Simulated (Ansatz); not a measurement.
Consider the formal exchange of groups at a Ge–P bond: `O[P](O)[GeH3]` + `[Cl][GaH2]` → `[Cl][GaH][GeH3]` + `OPO`.

Program: Ansatz. Geometries: PBE0-D4/def2-TZVP. ΔE: electronic, gas phase. CBS: MP2 limit from def2 TZ/QZ plus the TZ coupled-cluster correction, frozen cores. DFT in def2-TZVPP. B3LYP here is the variant with VWN-RPA as its local correlation; programs differ in this. HSE06 is defined as in plane-wave codes. For Ga, Ge outer-core shells are correlated without core-valence functions, which leaves a few kJ/mol of doubt a bond. Scalar relativity is left out up to krypton. Each species was taken in one conformer, which may not be the lowest.

`O[P](O)[GeH3]`:

```xyz
9

O     0.708    0.056    1.661
P    -0.741    0.330    0.909
O    -0.575    1.847    0.312
Ge   -0.161   -0.915   -0.995
H     0.633    0.213    2.607
H     0.218    1.983   -0.220
H     0.144   -2.376   -0.632
H    -1.314   -0.872   -2.012
H     1.087   -0.265   -1.631
```

`[Cl][GaH2]`:

Cartesian coordinates in Å:
```
Cl -1.529 0.443 1.112
Ga 0.162 -0.047 -0.118
H 1.551 0.254 0.516
H -0.184 -0.650 -1.510
```

`[Cl][GaH][GeH3]`:

```xyz
7

Cl    2.615   -0.935    0.822
Ga    0.482   -0.694    1.054
Ge   -0.587    0.537   -0.755
H    -0.086   -1.342    2.359
H    -0.012    1.961   -0.820
H    -0.303   -0.160   -2.096
H    -2.110    0.632   -0.564
```

`OPO`:

```xyz
6

O    -1.208   -0.346   -0.059
P     0.357   -0.419   -0.567
O     1.210    0.164    0.696
H    -1.505   -1.208    0.245
H     0.234    0.785   -1.325
H     0.912    1.024    1.010
```

| level | ΔE (kJ/mol) | difference from CCSD(T)/CBS |
| --- | --- | --- |
| PBE-D4 | -32.3 | 7.9 |
| revPBE-D4 | -29.0 | 11.2 |
| BLYP-D4 | -32.0 | 8.2 |
| PBE0-D4 | -36.5 | 3.7 |
| B3LYP-D4 | -36.0 | 4.2 |
| r2SCAN0-D4 | -37.4 | 2.8 |
| HSE06-D4 | -36.6 | 3.6 |
| BHLYP-D4 | -40.9 | -0.7 |
| CAM-B3LYP-D4 | -36.5 | 3.7 |
| ωB97X-V | -35.4 | 4.8 |
| ωB97M-V | -35.9 | 4.3 |
| B2PLYP | -39.7 | 0.5 |
| PBE-QIDH | -40.1 | 0.1 |
| PBE | -34.5 | 5.7 |
| revPBE | -35.7 | 4.5 |
| BLYP | -37.1 | 3.1 |
| r2SCAN | -34.0 | 6.2 |
| PBE0 | -38.2 | 2.0 |
| B3LYP | -39.5 | 0.7 |
| r2SCANh | -35.7 | 4.5 |
| r2SCAN0 | -38.0 | 2.2 |
| HSE06 | -38.1 | 2.1 |
| BHLYP | -42.6 | -2.4 |
| CAM-B3LYP | -38.2 | 2.0 |
| LC-ωPBE | -36.4 | 3.8 |
| RPA@PBE/def2-TZVPP | -41.4 | -1.2 |
| HF/def2-SVP | -42.0 | -1.8 |
| CCSD/def2-SVP | -40.0 | 0.2 |
| CCSD(T)/def2-SVP | -38.2 | 2.0 |
| HF/def2-TZVPP | -45.8 | -5.6 |
| MP2/def2-TZVPP | -41.1 | -0.9 |
| SCS-MP2/def2-TZVPP | -42.0 | -1.8 |
| CCSD/def2-TZVPP | -43.2 | -3.0 |
| CCSD(T)/def2-TZVPP | -41.0 | -0.8 |
| HF/def2-QZVPP | -45.1 | -4.9 |
| MP2/def2-QZVPP | -40.4 | -0.2 |
| SCS-MP2/def2-QZVPP | -40.9 | -0.7 |
| HF/CBS(def2) | -45.0 | -4.8 |
| MP2/CBS(def2) | -40.3 | -0.1 |
| CCSD/CBS(def2) | -42.4 | -2.2 |
| CCSD(T)/CBS | -40.2 | 0 |

Largest T1 diagnostic among the species: 0.014.

From BLYP to BHLYP (50 % exact exchange), in def2-TZVPP and without D4, ΔE moves by −5.5 kJ/mol. Leaving LDA and LC-ωPBE aside and taking each functional with its dispersion term where it has one, the values, not all of them listed here, spread over 15.4 kJ/mol, from BHLYP-D4 to B97M-V. LDA lies +4.6 kJ/mol from PBE without D4.
